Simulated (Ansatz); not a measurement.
Program: Ansatz. Geometries: PBE0-D4/def2-TZVP. ΔE: electronic, gas phase. CBS: MP2 limit from def2 TZ/QZ plus the TZ coupled-cluster correction, frozen cores. This one scheme is used for every species. DFT in def2-TZVPP. One conformer a species, not always the lowest.

Reaction (substitution at a C–Si bond): `N[SiH2]CF` + `N=C=O` → `O=C=NCF` + `N[SiH3]`

| level | ΔE (eV) |
| --- | --- |
| r2SCANh-D4 | 0.34 |
| ωB97M-V | 0.36 |

Question: What does CCSD(T)/CBS give? (Estimate.)

Answer: Computed: +0.37 eV. The listed levels differ from it by -0.03, -0.01 eV.

Question: What do rigid-rotor, harmonic-oscillator terms from PBE0-D4/def2-TZVP frequencies (298.15 K, 1 bar) make of the CCSD(T)/CBS value? (An estimate is asked.)

Answer: Ansatz gave: ΔZPE = +0.01 eV, ΔH = +0.36 eV, ΔS = 13 J/(mol·K), ΔG = +0.32 eV. Modes under 50 cm⁻¹ make the entropy rough.

Largest T1 diagnostic among the species: 0.018.

At CCSD(T), def2-SVP lies −0.27 eV from the extrapolated value and def2-TZVPP −0.05 eV. Leaving LDA and LC-ωPBE aside and taking each functional with its dispersion term where it has one, the values, not all of them listed here, spread over 0.06 eV, from PBE-QIDH to ωB97M-V. LDA lies −0.04 eV from PBE without D4.
